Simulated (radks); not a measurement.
Q: The sulfur anion S2-, [Ar], held by a Watson sphere: a shell of charge +2 at radius R that stands for the Madelung well of a crystal (potential energy -2/R inside, -2/r outside, in hartree with lengths in bohr). All-electron calculation, scalar-relativistic Kohn-Sham, LB94 model potential, spin-unpolarised, spherical densities, finite nucleus; Fermi nuclear charge, rms radius of each element as measured or else 0.836 A^(1/3) + 0.57 fm. Program: a radial shooting solver on a logarithmic mesh with Libxc functionals. Response by self-consistent Sternheimer equations with the Hartree and adiabatic LDA kernel, the relativistic mass of each level held fixed and spin-orbit coupling left out. The sphere does not respond.

| R (bohr) | e(2p) (eV) | e(3s) (eV) | e(3p) (eV) | <r> 3p (bohr) | sum of <r^2> (bohr^2) | X-ray form factor at sin(theta)/lambda = 0.3 1/angstrom | alpha (bohr^3) |
|---|---|---|---|---|---|---|---|
| 2 | -168.54 | -22.784 | -12.899 | 2.073 | 39.56 | 9.054 | 23.28 |
| 2.82 | -167.53 | -20.068 | -10.695 | 2.267 | 46.66 | 9.020 | 36.81 |
| 2.9 | -167.41 | -19.842 | -10.490 | 2.284 | 47.29 | 9.022 | 38.44 |
| 3.13 | -167.05 | -19.225 | -9.917 | 2.327 | 49.03 | 9.030 | 43.44 |
| 3.64 | -166.22 | -18.025 | -8.753 | 2.411 | 52.56 | 9.047 | 56.13 |
| 3.65 | -166.20 | -18.004 | -8.732 | 2.412 | 52.63 | 9.047 | 56.40 |
| 4.28 | -165.20 | -16.785 | -7.503 | 2.493 | 56.42 | 9.058 | 75.24 |
| 4.37 | -165.07 | -16.630 | -7.344 | 2.503 | 56.92 | 9.059 | 78.21 |

Estimate the row for R = 2.86 bohr.

A: e(2p) (eV) -167.47; e(3s) (eV) -19.954; e(3p) (eV) -10.592; <r> 3p (bohr) 2.276; sum of <r^2> (bohr^2) 46.98; X-ray form factor at sin(theta)/lambda = 0.3 1/angstrom 9.021; alpha (bohr^3) 37.62.
